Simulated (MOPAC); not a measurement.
Input for MOPAC: PM6 on C3H6S (a complex), monomers drawn apart or pushed together.

```
PM6 1SCF PRECISE CHARGE=0 THREADS=1
C3H6S

S      0.17902421 1     0.15321057 1    -0.49990647 1
H      0.31789063 1    -1.17979088 1    -0.42046149 1
H      0.66804189 1     0.33445388 1     0.73996336 1
C     -1.28702469 1    -0.35037653 1     4.14705069 1
C     -0.03017286 1    -0.08576620 1     4.34385313 1
C      1.23097289 1     0.18233563 1     4.52260001 1
H     -1.94326858 1    -0.60918859 1     4.96987583 1
H     -1.71209341 1    -0.31527290 1     3.15009956 1
H      1.56898240 1     1.19279391 1     4.72271730 1
H      1.98333362 1    -0.59748417 1     4.48864698 1
```

The log:

```
*******************************************************************************
 **                                                                           **
 **                              MOPAC v23.2.5                                **
 **                                                                           **
 *******************************************************************************
 ** MOPAC's Digital Object Identifier: https://doi.org/10.5281/zenodo.6511958 **
 **                                                                           **
 ** Please cite the open-source release paper for use of this MOPAC version:  **
 ** J. E. Moussa and J. J. P. Stewart (2026)                                  **
 ** MOPAC: An open-source semiempirical molecular orbital program             **
 ** J. Open Source Softw., 11(119), 8025, https://doi.org/10.21105/joss.08025 **
 *******************************************************************************

                              PM6 CALCULATION RESULTS

 *******************************************************************************
 *  PM6        - The PM6 Hamiltonian to be used
 *
 *
 *
 *                 CHARGE ON SYSTEM = 0
 *
 *
 *
 *  PRECISE    - TIGHTER CRITERIA TO BE USED
 *  1SCF       - DO 1 SCF AND THEN STOP
 *  THREADS=1  - MULTI-THREADING NOT USED
 *  T=         - A TIME OF 172800.0 SECONDS REQUESTED
 *  DUMP=N     - RESTART FILE WRITTEN EVERY 7200.0 SECONDS REQUESTED
 *******************************************************************************
PM6 1SCF PRECISE CHARGE=0 THREADS=1
 C3H6S

   ATOM   CHEMICAL          X               Y               Z
  NUMBER   SYMBOL      (ANGSTROMS)     (ANGSTROMS)     (ANGSTROMS)

     1       S          0.17902421  *   0.15321057  *  -0.49990647  *
     2       H          0.31789063  *  -1.17979088  *  -0.42046149  *
     3       H          0.66804189  *   0.33445388  *   0.73996336  *
     4       C         -1.28702469  *  -0.35037653  *   4.14705069  *
     5       C         -0.03017286  *  -0.08576620  *   4.34385313  *
     6       C          1.23097289  *   0.18233563  *   4.52260001  *
     7       H         -1.94326858  *  -0.60918859  *   4.96987583  *
     8       H         -1.71209341  *  -0.31527290  *   3.15009956  *
     9       H          1.56898240  *   1.19279391  *   4.72271730  *
    10       H          1.98333362  *  -0.59748417  *   4.48864698  *



          CARTESIAN COORDINATES

    NO.       ATOM           X           Y           Z

     1         S          0.1790      0.1532     -0.4999
     2         H          0.3179     -1.1798     -0.4205
     3         H          0.6680      0.3345      0.7400
     4         C         -1.2870     -0.3504      4.1471
     5         C         -0.0302     -0.0858      4.3439
     6         C          1.2310      0.1823      4.5226
     7         H         -1.9433     -0.6092      4.9699
     8         H         -1.7121     -0.3153      3.1501
     9         H          1.5690      1.1928      4.7227
    10         H          1.9833     -0.5975      4.4886

 General Reference for PM6:
 "Optimization of Parameters for Semiempirical Methods V: Modification of NDDO Approximations
 and Application to 70 Elements", J. J. P. Stewart, J. Mol. Mod., 13, 1173-1213 (2007)
 URL: https://link.springer.com/article/10.1007/s00894-007-0233-4

           Empirical Formula: C3 H6 S  =    10 atoms



      MOLECULAR POINT GROUP   :   C1


      RHF CALCULATION, NO. OF DOUBLY OCCUPIED LEVELS = 12


 -------------------------------------------------------------------------------
 PM6 1SCF PRECISE CHARGE=0 THREADS=1
 C3H6S



     1SCF WAS SPECIFIED, SO BFGS WAS NOT USED
     SCF FIELD WAS ACHIEVED


                              PM6 CALCULATION
                                                       MOPAC v23.2.5 Linux




          FINAL HEAT OF FORMATION =         40.62358 KCAL/MOL =     169.96905 KJ/MOL


          COSMO AREA              =        143.66 SQUARE ANGSTROMS
          COSMO VOLUME            =        121.49 CUBIC ANGSTROMS

          IONIZATION POTENTIAL    =          9.435730 EV
          HOMO LUMO ENERGIES (EV) =         -9.436  0.448
          NO. OF FILLED LEVELS    =         12
          MOLECULAR WEIGHT        =         74.1404         POINT GROUP:  C1

          MOLECULAR DIMENSIONS (Angstroms)

            Atom       Atom       Distance
            H     7    S     1     5.91641
            H     2    H     9     4.20041
            H     8    H    10     2.93436


          SCF CALCULATIONS        =          1





   ATOM   CHEMICAL          X               Y               Z
  NUMBER   SYMBOL      (ANGSTROMS)     (ANGSTROMS)     (ANGSTROMS)

     1       S          0.17902421  *   0.15321057  *  -0.49990647  *
     2       H          0.31789063  *  -1.17979088  *  -0.42046149  *
     3       H          0.66804189  *   0.33445388  *   0.73996336  *
     4       C         -1.28702469  *  -0.35037653  *   4.14705069  *
     5       C         -0.03017286  *  -0.08576620  *   4.34385313  *
     6       C          1.23097289  *   0.18233563  *   4.52260001  *
     7       H         -1.94326858  *  -0.60918859  *   4.96987583  *
     8       H         -1.71209341  *  -0.31527290  *   3.15009956  *
     9       H          1.56898240  *   1.19279391  *   4.72271730  *
    10       H          1.98333362  *  -0.59748417  *   4.48864698  *

                             CARTESIAN COORDINATES

   1    S        0.179024210     0.153210570    -0.499906470
   2    H        0.317890630    -1.179790880    -0.420461490
   3    H        0.668041890     0.334453880     0.739963360
   4    C       -1.287024690    -0.350376530     4.147050690
   5    C       -0.030172860    -0.085766200     4.343853130
   6    C        1.230972890     0.182335630     4.522600010
   7    H       -1.943268580    -0.609188590     4.969875830
   8    H       -1.712093410    -0.315272900     3.150099560
   9    H        1.568982400     1.192793910     4.722717300
  10    H        1.983333620    -0.597484170     4.488646980


           Empirical Formula: C3 H6 S  =    10 atoms



      MOLECULAR POINT GROUP   :   C1


                  EIGENVALUES
 -30.25180 -27.62946 -25.07423 -18.38935 -15.40139 -15.39056 -14.91261 -14.49758
 -11.79416 -10.51688 -10.51214  -9.43573   0.44791   0.94351   0.96938   1.24806
   2.07300   2.18298   2.20263   3.06814   3.82304   5.03471   5.34586   5.84461
   5.87584   5.99787   6.66813


              NET ATOMIC CHARGES AND DIPOLE CONTRIBUTIONS

  ATOM NO.   TYPE          CHARGE      No. of ELECS.   s-Pop       p-Pop       d-Pop
    1          S          -0.366842        6.3668     1.91914     4.30500     0.14270
    2          H           0.181926        0.8181     0.81807
    3          H           0.184891        0.8151     0.81511
    4          C          -0.449357        4.4494     1.10705     3.34230
    5          C           0.151311        3.8487     1.11873     2.72996
    6          C          -0.456235        4.4562     1.10660     3.34963
    7          H           0.189480        0.8105     0.81052
    8          H           0.189247        0.8108     0.81075
    9          H           0.188502        0.8115     0.81150
   10          H           0.187077        0.8129     0.81292
 DIPOLE           X         Y         Z       TOTAL
 POINT-CHG.     0.492    -1.007     1.162     1.615
 HYBRID        -0.065     0.148    -0.146     0.218
 SUM            0.427    -0.859     1.016     1.398


          ATOMIC ORBITAL ELECTRON POPULATIONS

     Atom    s        px        py        pz      x^2-y^2     xz        z^2       yz        xy
    1  S   1.91914   1.88007   1.13733   1.28760   0.05057   0.02572   0.05857   0.00369   0.00414
    2  H   0.81807
    3  H   0.81511
    4  C   1.10705   1.04264   1.14582   1.15384
    5  C   1.11873   0.94677   0.89473   0.88846
    6  C   1.10660   1.04185   1.15215   1.15564
    7  H   0.81052
    8  H   0.81075
    9  H   0.81150
   10  H   0.81292

 **********************
 *                    *
 * JOB ENDED NORMALLY *
 *                    *
 **********************




 == MOPAC DONE ==
```

The run finished.

Cost: about 0.04 core-seconds (a rough figure).
